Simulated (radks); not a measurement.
Coulomb parameter of the 4f shell of the cerium ion Ce2+ in the model configuration [Xe] 4f1 6s1, as a second difference U = [E(n + 1) + E(n - 1) - 2 E(n)] / (1)^2 with all orbitals relaxed. "Bare": the charge of the atom changes with n. "Screened": the 6s shell takes up the change at fixed total charge, which measures U(4f,4f) + U(6s,6s) - 2 U(4f,6s). Calculated with a radial shooting solver on a logarithmic mesh with Libxc functionals: scalar-relativistic Kohn-Sham, LDA (Slater exchange, Perdew-Wang correlation), spin-unpolarised, spherical densities, point nucleus.

case         configuration  E - E(n) (eV)
start         [Xe] 4f1 6s1          0.000
bare +1       [Xe] 4f2 6s1        -13.490
bare -1           [Xe] 6s1         29.682
screened +1       [Xe] 4f2         -2.843
screened -1       [Xe] 6s2          9.566

U(bare) = 16.192 eV, U(screened by 6s) = 6.723 eV, against the Slater integral F0(4f,4f) = 23.683 eV with frozen orbitals.
